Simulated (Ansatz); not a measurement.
Frontier orbitals of CH7BSi2 (`BC1[SiH2][SiH2]1`).

Cartesian coordinates in Å:
```
B 1.4915 -0.5436 -0.1507
C 0.3088 -0.1958 0.7201
Si -1.4329 -0.6766 0.2065
Si -0.4065 1.1817 -0.4965
H 2.6118 -0.3166 0.2086
H 1.3173 -1.0123 -1.2446
H 0.4894 0.1764 1.7270
H -2.4681 -0.5403 1.2552
H -1.5786 -1.8852 -0.6322
H 0.2890 1.3414 -1.7926
H -0.6217 2.4708 0.1992
```

Total charge 0; spin multiplicity 1. All single points use the PBE0-D4/def2-TZVP geometry. Basis def2-TZVPP, Ansatz 0.2.0.

```csv
functional,HOMO (eV),LUMO (eV),gap (eV)
LDA (SPW92),-6.15,-1.95,4.20
PBE,-6.04,-1.73,4.31
revPBE,-5.99,-1.64,4.35
BLYP,-5.86,-1.54,4.32
B97M-V,-6.27,-1.54,4.73
PBE0,-7.00,-0.79,6.21
B3LYP,-6.80,-0.96,5.84
r2SCANh,-6.57,-1.08,5.49
LC-ωPBE,-9.46,1.40,10.86
ωB97M-V,-8.99,1.03,10.02
```

From PBE to PBE0 the HOMO moves by −0.97 eV and the LUMO by +0.93 eV, and with ωB97M-V by −2.96 and +2.76 eV, so the gap grows from 4.31 to 10.03 eV with exact exchange. A positive LUMO is unbound and depends on the basis.

B3LYP here is the variant with VWN-RPA as its local correlation; programs differ in this. LC-ωPBE has ω = 0.4 bohr⁻¹.
